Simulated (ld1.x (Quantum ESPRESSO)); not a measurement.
# Which change was made? (Ni, RRKJ)

| Item | Value |
| --- | --- |
| Element | nickel |
| Generator | ld1.x (Quantum ESPRESSO) 7.5 |
| Type | norm-conserving RRKJ (Kleinman–Bylander form) |
| Functional | PBE |
| Relativity | scalar-relativistic |
| Frozen core | [Ar] |
| Valence charge | 10 |
| Reference configuration | 3d8 4s0.5 4p0 (charge +1.5) |
| Partial waves | 4s (bound): rc 2.05 bohr; 4p (bound, empty): rc 2.20 bohr; 3d (bound): rc 0.80 bohr |
| Local potential | all-electron potential smoothed inside 2.05 bohr (lloc = -1) |
| Core correction | Bessel-smoothed model core inside 0.35 bohr |
| rho0 | 0.005 |

Cutoffs, loose and tight: the cutoffs (Ry, on a coarse ladder) from which the occupation-weighted sum of valence levels, in a spherical-Bessel basis at the reference potential, stays within 10 and 1 mRy of its value at 400 Ry. They do not see the model core or the augmentation charge, which bear on the density cutoff. Test errors are all-electron minus pseudo excitation energies from the reference, over the configurations 3d8 4s2 4p0; 3d8 4s1 4p0; 3d8 4s0 4p0; 3d6 4s0 4p0; 3d8 4s1 4p1; 3d8 4s0 4p2; 3d7 4s2 4p1; variants that change the core or the reference have their own tests.

The base gives: outcome: generated; cutoff, loose: 260 Ry; cutoff, tight: 300 Ry; bound ghosts: none; largest test error (meV): -1812.

Task: After one change the result is: outcome: generated; cutoff, loose: 200 Ry; cutoff, tight: 260 Ry; bound ghosts: none; largest test error (meV): -2135. Which change was it?
A. all radii but the core radius scaled by about 1.18 (s 2.42, p 2.60, d 0.94 bohr); local potential all-electron potential smoothed inside 2.42 bohr (lloc = -1)
B. all radii but the core radius scaled by about 1.31 (s 2.68, p 2.88, d 1.04 bohr); local potential all-electron potential smoothed inside 2.68 bohr (lloc = -1)
C. all radii but the core radius scaled by about 0.76 (s 1.56, p 1.66, d 0.60 bohr); local potential all-electron potential smoothed inside 1.56 bohr (lloc = -1)

Result: A. The others give: all radii but the core radius scaled by about 0.76 (s 1.56, p 1.66, d 0.60 bohr); local potential all-electron potential smoothed inside 1.56 bohr (lloc = -1) → outcome: failed: compute_chi: n is too large | all radii but the core radius scaled by about 1.31 (s 2.68, p 2.88, d 1.04 bohr); local potential all-electron potential smoothed inside 2.68 bohr (lloc = -1) → outcome: generated; cutoff, loose: 160 Ry; cutoff, tight: 230 Ry; bound ghosts: none; largest test error (meV): -2320.
